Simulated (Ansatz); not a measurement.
```csv
atom,x (Å),y (Å),z (Å)
H,0.0167,-0.0469,-1.3340
Be,0.0020,0.0104,-0.0489
H,-0.0145,0.0393,1.3664
```

Basis set: cc-pVDZ (spherical functions). All electrons are correlated. Charge 0, multiplicity 1.

Computed with Ansatz (development build ahead of 0.2.0); each method stands on the lowest determinant of its kind that the runs found. Restricted open shells among the atoms or ions are ROHF, correlated in semicanonical orbitals with singles.

The atomization energy at this shape (free ground-state atoms in the same class of orbitals less the molecule, no zero-point energy) of singlet BeH₂:

```
 method  atomization energy
RHF-MP2        576.2 kJ/mol
```

Question: What does RHF give?

Answer: 509.5 kJ/mol.
